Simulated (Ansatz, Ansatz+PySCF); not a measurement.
```yaml
atoms:
  - { symbol: C, position_ang: [0.0000, 0.0000, -1.4332] }
  - { symbol: C, position_ang: [0.0000, 0.0000, 0.0000] }
  - { symbol: O, position_ang: [0.0000, 0.0000, 1.2274] }
```

Basis set: def2-SVP (spherical functions). Frozen core: 3 orbitals. Correlation on ROHF uses semicanonical orbitals with singles. Charge 0, multiplicity 3.

Computed with Ansatz (development build ahead of 0.2.0); each method stands on the lowest determinant of its kind that the runs found.

Give the atomization energy at this shape (free ground-state atoms in the same class of orbitals less the molecule, no zero-point energy) of triplet C₂O by ROHF-CCSD(T), ROHF-MP2, UHF-MP2, ROHF, UHF.

```
      method  atomization energy
ROHF-CCSD(T)     292.66 kcal/mol
    ROHF-MP2     308.28 kcal/mol
     UHF-MP2     304.71 kcal/mol
        ROHF     192.83 kcal/mol
         UHF     191.32 kcal/mol
```

Caution: the shape is not the minimum.
